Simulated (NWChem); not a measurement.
System: CF2GaNO; SMILES O=C=[N][Ga]([F])[F]

Parts of the log:

```
             Northwest Computational Chemistry Package (NWChem) 7.3.0
             --------------------------------------------------------

 CS  symmetry detected

                             Geometry "geometry" -> ""
                             -------------------------

 Output coordinates in angstroms (scale by  1.889725989 to convert to a.u.)

  No.       Tag          Charge          X              Y              Z
 ---- ---------------- ---------- -------------- -------------- --------------
    1 Ga                  31.0000     0.00018808    -0.67694814     0.00000000
    2 F                    9.0000     1.47258589    -1.58578222     0.00000000
    3 F                    9.0000    -1.48817089    -1.55966443     0.00000000
    4 N                    7.0000     0.01730134     1.10352825     0.00000000
    5 C                    6.0000     0.00582487     2.30361540     0.00000000
    6 O                    8.0000    -0.00270302     3.46850276     0.00000000

 Effective nuclear repulsion energy (a.u.)     417.2256936669

      Symmetry information
      --------------------

 Group name             Cs
 Group number              2
 Group order               2
 No. of unique centers     6

  pbe96 is a nonlocal functional; adding pw91lda local functional.

                                 NWChem DFT Module
                                 -----------------

 Summary of "ao basis" -> "ao basis" (spherical)
 ------------------------------------------------------------------------------
       Tag                 Description            Shells   Functions and Types
 ---------------- ------------------------------  ------  ---------------------
 Ga                          6-31g*                 12       32   5s4p3d
 F                           6-31g*                  6       14   3s2p1d
 N                           6-31g*                  6       14   3s2p1d
 C                           6-31g*                  6       14   3s2p1d
 O                           6-31g*                  6       14   3s2p1d

      Symmetry analysis of basis
      --------------------------

        a'         72
        a"         30

            General Information
            -------------------
          SCF calculation type: DFT
          Wavefunction type:  closed shell.
          No. of atoms     :     6
          No. of electrons :    70
           Alpha electrons :    35
            Beta electrons :    35
          Charge           :     0
          Spin multiplicity:     1
          Use of symmetry is: on ; symmetry adaption is: on
          Maximum number of iterations: 150
          AO basis - number of functions:   102
                     number of shells:    42
          Convergence on energy requested:  1.00D-06
          Convergence on density requested:  1.00D-05
          Convergence on gradient requested:  5.00D-04

              XC Information
              --------------
          PerdewBurkeErnzerhof Exchange Functional  1.000
            Perdew 1991 LDA Correlation Functional  1.000 local
           PerdewBurkeErnz. Correlation Functional  1.000 non-local

             Grid Information
             ----------------
          Grid used for XC integration:  medium
          Radial quadrature: Mura-Knowles
          Angular quadrature: Lebedev.
          Tag              B.-S. Rad. Rad. Pts. Rad. Cut. Ang. Pts.
          ---              ---------- --------- --------- ---------
          Ga                  1.30      112           9.0       590
          F                   0.50       49          10.0       434
          N                   0.65       49           8.0       434
          C                   0.70       49          11.0       434
          O                   0.60       49          12.0       434
          Grid pruning is: on
          Number of quadrature shells:   357
          Spatial weights used:  Erf1

      Superposition of Atomic Density Guess
      -------------------------------------

 Sum of atomic energies:       -2288.39840698

      Non-variational initial energy
      ------------------------------

 Total energy =   -2289.876054
 1-e energy   =   -4021.280942
 2-e energy   =    1314.179195
 HOMO         =      -0.388224
 LUMO         =      -0.072269

      Symmetry analysis of molecular orbitals - initial
      -------------------------------------------------

  Numbering of irreducible representations:

     1 a'          2 a"

  Orbital symmetries:

     1 a'          2 a'          3 a'          4 a'          5 a"
     6 a'          7 a'          8 a'          9 a'         10 a'
    11 a'         12 a'         13 a'         14 a"         15 a'
    16 a'         17 a'         18 a'         19 a'         20 a'
    21 a"         22 a"         23 a'         24 a'         25 a'
    26 a'         27 a'         28 a"         29 a"         30 a'
    31 a'         32 a"         33 a'         34 a"         35 a'
    36 a'         37 a"         38 a'         39 a'         40 a"
    41 a'         42 a'         43 a'         44 a"         45 a'

     ---------------------------------------------
      Total Density - Mulliken Population Analysis
     ---------------------------------------------

    Atom       Charge   Shell Charges
 -----------   ------   -------------------------------------------------------
    1 Ga  31    29.22   2.00  2.00  6.00  2.00  5.99  0.60  0.48  0.00  0.05  6.87  2.97  0.25
    2 F    9     9.73   2.00  0.95  3.49  1.03  2.25  0.01
    3 F    9     9.73   2.00  0.95  3.49  1.03  2.25  0.01
    4 N    7     7.71   2.00  0.81  2.58  0.78  1.52  0.02
    5 C    6     4.91   2.00  0.69  1.47  0.28  0.38  0.11
    6 O    8     8.71   2.00  0.95  3.02  0.92  1.79  0.02

   convergence    iter        energy       DeltaE   RMS-Dens  Diis-err
 ---------------- ----- ----------------- --------- --------- ---------
 d= 0,ls=0.0,diis     1  -2291.5631705576 -2.71D+03  2.89D-02  1.81D+00
 d= 0,ls=0.0,diis     2  -2290.5993208221  9.64D-01  1.96D-02  1.26D+01
 d= 0,ls=0.0,diis     3  -2291.7210185429 -1.12D+00  6.02D-03  5.86D-01
 d= 0,ls=0.0,diis     4  -2291.7490014524 -2.80D-02  3.09D-03  2.88D-01
 d= 0,ls=0.0,diis     5  -2291.7794386274 -3.04D-02  8.87D-04  2.68D-02
  Resetting Diis
 d= 0,ls=0.0,diis     6  -2291.7813718404 -1.93D-03  2.88D-04  2.74D-03
 d= 0,ls=0.0,diis     7  -2291.7816280980 -2.56D-04  1.35D-04  1.22D-04
 d= 0,ls=0.0,diis     8  -2291.7816042364  2.39D-05  9.63D-05  4.17D-04
 d= 0,ls=0.0,diis     9  -2291.7816356415 -3.14D-05  1.40D-05  1.06D-05
 d= 0,ls=0.0,diis    10  -2291.7816363660 -7.25D-07  1.76D-06  5.63D-08

         Total DFT energy =    -2291.781636366004
      One electron energy =    -4020.671971126351
           Coulomb energy =     1427.957532744060
    Exchange-Corr. energy =     -116.292891650595
 Nuclear repulsion energy =      417.225693666882

 Numeric. integr. density =       69.999997404845

                  Occupations of the irreducible representations
                  ----------------------------------------------

                     irrep           alpha         beta
                     --------     --------     --------
                     a'               27.0         27.0
                     a"                8.0          8.0

                       DFT Final Molecular Orbital Analysis
                       ------------------------------------

 Vector   33  Occ=2.000000D+00  E=-3.353712D-01  Symmetry=a'
              MO Center= -3.5D-03, -1.5D+00, -1.6D-13, r^2= 2.7D+00
   Bfn.  Coefficient  Atom+Function         Bfn.  Coefficient  Atom+Function
  ----- ------------  ---------------      ----- ------------  ---------------
    35      0.342500  2 F  px                49      0.336657  3 F  px
    50     -0.322843  3 F  py                36      0.318491  2 F  py
    54     -0.234660  3 F  py                39      0.231464  2 F  px
    40      0.231706  2 F  py                53      0.227231  3 F  px
    18     -0.091983  1 Ga d -2              15      0.069982  1 Ga px

 Vector   34  Occ=2.000000D+00  E=-2.846977D-01  Symmetry=a"
              MO Center=  8.1D-03,  1.9D+00, -6.1D-15, r^2= 2.6D+00
   Bfn.  Coefficient  Atom+Function         Bfn.  Coefficient  Atom+Function
  ----- ------------  ---------------      ----- ------------  ---------------
    65      0.458846  4 N  pz                93     -0.422368  6 O  pz
    69      0.346174  4 N  pz                97     -0.291291  6 O  pz
    13      0.104524  1 Ga pz                37     -0.090207  2 F  pz
    51     -0.090221  3 F  pz                41     -0.066998  2 F  pz
    55     -0.067050  3 F  pz                19     -0.065822  1 Ga d -1

 Vector   35  Occ=2.000000D+00  E=-2.792391D-01  Symmetry=a'
              MO Center=  8.5D-03,  1.9D+00,  7.3D-15, r^2= 2.5D+00
   Bfn.  Coefficient  Atom+Function         Bfn.  Coefficient  Atom+Function
  ----- ------------  ---------------      ----- ------------  ---------------
    63      0.468157  4 N  px                91     -0.424797  6 O  px
    67      0.350989  4 N  px                95     -0.294384  6 O  px
    50      0.086454  3 F  py                36     -0.083138  2 F  py
    77      0.075358  5 C  px                18     -0.072733  1 Ga d -2
    54      0.062062  3 F  py                40     -0.059671  2 F  py

 Vector   36  Occ=0.000000D+00  E=-1.020681D-01  Symmetry=a'
              MO Center= -2.7D-03, -7.6D-01, -5.9D-15, r^2= 3.4D+00
   Bfn.  Coefficient  Atom+Function         Bfn.  Coefficient  Atom+Function
  ----- ------------  ---------------      ----- ------------  ---------------
    10      0.711124  1 Ga s                 14     -0.582730  1 Ga s
    66      0.431253  4 N  s                  6     -0.255677  1 Ga s
    38      0.236342  2 F  s                 52      0.237013  3 F  s
    49      0.209372  3 F  px                35     -0.207284  2 F  px
    62      0.171776  4 N  s                 53      0.169144  3 F  px

 Vector   37  Occ=0.000000D+00  E=-7.498420D-02  Symmetry=a"
              MO Center=  1.0D-03, -3.3D-02, -1.7D-14, r^2= 4.5D+00
   Bfn.  Coefficient  Atom+Function         Bfn.  Coefficient  Atom+Function
  ----- ------------  ---------------      ----- ------------  ---------------
    13      0.737094  1 Ga pz                79     -0.283638  5 C  pz
    17      0.265669  1 Ga pz                83     -0.216327  5 C  pz
     9     -0.211887  1 Ga pz                93      0.207596  6 O  pz
    97      0.192790  6 O  pz                37     -0.179731  2 F  pz
    51     -0.179684  3 F  pz                41     -0.153355  2 F  pz

 Vector   38  Occ=0.000000D+00  E=-1.012818D-02  Symmetry=a'
              MO Center=  1.6D-02,  1.4D+00,  2.8D-16, r^2= 4.3D+00
   Bfn.  Coefficient  Atom+Function         Bfn.  Coefficient  Atom+Function
  ----- ------------  ---------------      ----- ------------  ---------------
    77      0.513107  5 C  px                81      0.462001  5 C  px
    15     -0.368022  1 Ga px                11     -0.335829  1 Ga px
    91     -0.326040  6 O  px                95     -0.325931  6 O  px
    67     -0.230050  4 N  px                63     -0.187994  4 N  px
    38      0.157273  2 F  s                 52     -0.152791  3 F  s

     ---------------------------------------------
      Total Density - Mulliken Population Analysis
     ---------------------------------------------

    Atom       Charge   Shell Charges
 -----------   ------   -------------------------------------------------------
    1 Ga  31    30.21   2.00  2.00  6.00  2.00  5.99  0.89  1.08 -0.07  0.09  6.82  2.93  0.49
    2 F    9     9.37   2.00  0.93  3.27  1.05  2.11  0.01
    3 F    9     9.37   2.00  0.93  3.27  1.05  2.11  0.01
    4 N    7     7.22   2.00  0.77  2.52  0.72  1.20  0.02
    5 C    6     5.55   2.00  0.71  2.01  0.21  0.52  0.11
    6 O    8     8.29   2.00  0.94  2.86  0.90  1.56  0.03

     -------------------------------------------
      Total Density - Lowdin Population Analysis
     -------------------------------------------

    Atom       Charge   Shell Charges
 -----------   ------   -------------------------------------------------------
    1 Ga  31    30.55   2.00  2.00  6.00  1.96  5.90  0.57  1.06  0.15  0.30  6.64  3.06  0.91
    2 F    9     9.17   1.99  0.92  3.14  0.84  2.26  0.02
    3 F    9     9.17   1.99  0.92  3.14  0.84  2.26  0.02
    4 N    7     7.18   1.99  0.64  2.32  0.50  1.68  0.05
    5 C    6     5.85   1.98  0.52  1.74  0.32  1.02  0.27
    6 O    8     8.08   1.99  0.85  2.70  0.69  1.78  0.07

     Multipole analysis of the density
     ---------------------------------

     L   x y z        total         alpha         beta         nuclear
     -   - - -        -----         -----         ----         -------
     0   0 0 0     -0.000000    -35.000000    -35.000000     70.000000

     1   1 0 0      0.000793      0.000397      0.000397      0.000000
     1   0 1 0     -0.034708     -0.017354     -0.017354      0.000000
     1   0 0 1      0.000000      0.000000      0.000000      0.000000

     2   2 0 0    -33.171900    -87.026648    -87.026648    140.881396
     2   1 1 0      0.016052     -0.005949     -0.005949      0.027950
     2   1 0 1      0.000000      0.000000      0.000000      0.000000
     2   0 2 0    -37.125833   -367.348276   -367.348276    697.570720
     2   0 1 1     -0.000000     -0.000000     -0.000000      0.000000
     2   0 0 2    -27.482079    -13.741039    -13.741039      0.000000
```

Level: PBE/6-31G* (spherical d). Geometry: optimised at PBE0/def2-SVP.

Reconstruct the input file.

This is not unique; one that fits is the input that was run:
```
start job
memory heap 200 mb stack 900 mb global 1100 mb
geometry units angstroms noautoz
  Ga    -0.071973    -0.684591    -0.000261
  F      1.321573    -1.710244    -0.000648
  F     -1.627236    -1.443246    -0.000023
  N      0.089991     1.088586    -0.000103
  C      0.176224     2.285626    -0.000050
  O      0.262531     3.447343    -0.000001
end
basis spherical
  * library 6-31g*
end
dft
  xc xpbe96 cpbe96
  iterations 150
  mulliken
end
task dft energy
```
